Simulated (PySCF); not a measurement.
A structure optimised at PBE-D3(BJ)/def2-SVP, used in a PySCF frequency run:

```xyz
5

W      0.0324    -0.2939     0.0000
S      1.1620    -0.8665    -1.7242
S      1.1620    -0.8665     1.7242
Cl    -1.9341    -1.4308     0.0000
Br    -0.1914     2.1085     0.0000
```
Charge 0, spin multiplicity 1.

Write its SMILES, formula and point group.

[S]=[W](=[S])([Cl])[Br], BrClS2W, Cs

What are its rotational constants (standard atomic weights)?

1.2240, 0.74072, 0.70788 GHz
